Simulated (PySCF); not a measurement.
Si(OH)2 (H2O2Si), SMILES [Si](O)O (connectivity only; charge and spin as stated), neutral, multiplicity 1. Geometry optimised at B3LYP-D3(BJ)/def2-TZVP. One conformer was computed; it need not be the lowest.

Calculation: B3LYP-D3(BJ)/def2-TZVP (PySCF).

Harmonic wavenumbers (cm⁻¹): 322, 448, 512, 776, 794, 839, 899, 3776, 3840. Rotational constants (GHz): 26.30, 8.842, 6.618; symmetry number 1.

**Question.** Work out the zero-point energy and the ideal-gas rigid-rotor harmonic-oscillator thermochemistry at 298.15 K and 1 atm.

**Answer.** ZPE = ½ Σ hcν = ½ × 12207 cm⁻¹ = 73.01 kJ/mol. H − E(el) = 85.98 kJ/mol. Entropy in J/(mol K): translation 160.24, rotation 95.65, vibration 14.59, total 270.48. G − E(el) = 5.33 kJ/mol. Cp = 61.13 J/(mol K).
